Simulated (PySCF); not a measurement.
# Electric field gradients and quadrupole coupling constants

Compound: C₇H₁₁FOS.
Cartesian coordinates in Å at the GFN2-xTB level; atoms count from 1:
```xyz
21
C7H11FOS angstrom
C      3.1610    0.7856   -0.4011
S      1.6455    0.1695   -1.1842
C      0.5624   -0.2686    0.1376
C      0.7983   -0.2600    1.4451
F      1.9748    0.0569    2.0224
C     -0.8072   -0.6663   -0.3747
C     -1.2048   -2.0762    0.0572
C     -1.7737    0.3869    0.1709
C     -1.9035    1.6061   -0.6981
O     -2.3456    0.2509    1.2200
H      2.9238    1.6173    0.2537
H      3.7940    1.1195   -1.2176
H      3.6482   -0.0128    0.1482
H      0.0467   -0.5071    2.1794
H     -0.7829   -0.6068   -1.4662
H     -1.3683   -2.1123    1.1301
H     -2.1287   -2.3645   -0.4385
H     -0.4275   -2.7872   -0.2096
H     -0.9247    1.9247   -1.0483
H     -2.3933    2.4106   -0.1565
H     -2.5034    1.3506   -1.5702
```

Field gradients from the PBE0/pcSseg-1 density (PySCF, non-relativistic), principal values in atomic units, ordered |Vxx| ≤ |Vyy| ≤ |Vzz|:

| atom | Vxx | Vyy | Vzz |
| --- | --- | --- | --- |
| S2 | 0.3498 | 2.4026 | -2.7524 |
| O10 | 0.5081 | 1.4098 | -1.9179 |

Problem. Find the asymmetry η = (Vxx − Vyy)/Vzz and the couplings χ = eQV/h (234.96 MHz × Q in barn × V in au), with Q(33S) = −0.0678 b, Q(17O) = −0.0256 b.

Solution. 
| atom | environment | nucleus | η | χzz (MHz) | χxx (MHz) | χyy (MHz) |
| --- | --- | --- | --- | --- | --- | --- |
| S2 | sulfide sulfur | 33S | 0.75 | 43.85 | -5.57 | -38.28 |
| O10 | ketone oxygen | 17O | 0.47 | 11.54 | -3.06 | -8.48 |

The tensor is traceless: Vxx + Vyy + Vzz = 0.

Problem. What is Vzz at S2 in SI units (1 au = 9.71736 × 10²¹ V/m²)?

Solution. -2.7524 au = -26.746 × 10²¹ V/m².

Problem. And the gradient at the other heavy atoms, for which no coupling is worked out here?

Solution. 
```
atom                       environment  Vzz (au)     η
  C1                   S-methyl carbon     0.309  0.10
  C3   fully substituted alkene carbon    -0.198  0.36
  C4                vinylic C–F carbon     0.447  0.74
  F5                    vinyl fluorine     2.961  0.14
  C6     sp3 carbon next to a carbonyl     0.108  0.56
  C7                     methyl carbon     0.116  0.22
  C8            ketone carbonyl carbon     0.570  0.05
  C9  methyl carbon next to a carbonyl    -0.064  0.72
```

Problem. What couplings would deuterons (Q(2H) = 0.00286 b) have in place of the hydrogens, at this geometry?

Solution. 
```csv
atom,bonded to,bond length (Å),Vzz (au),η,χzz (kHz)
H11,C1,1.085,0.3147,0.04,211
H12,C1,1.086,0.3149,0.05,212
H13,C1,1.085,0.3145,0.04,211
H14,C4,1.079,0.3172,0.14,213
H15,C6,1.093,0.2910,0.03,196
H16,C7,1.086,0.3141,0.04,211
H17,C7,1.087,0.3147,0.04,212
H18,C7,1.087,0.3152,0.03,212
H19,C9,1.087,0.3088,0.03,208
H20,C9,1.086,0.3140,0.01,211
H21,C9,1.089,0.3129,0.03,210
```

One conformer (not necessarily the lowest) at the GFN2-xTB geometry, without solvent, vibrations or thermal averaging. GFN2-xTB bond lengths can be off by several hundredths of an ångström, more for odd bonds, and the gradients follow them. A larger basis could move these couplings by a tenth or more.

The run behind these numbers computed NMR shieldings as well. The run took 52 s wall on an Arm Neoverse V1 with one thread, shared host with 32 logical CPUs at a one-minute load of 20, and the process peaked at 1.1 GiB of memory.
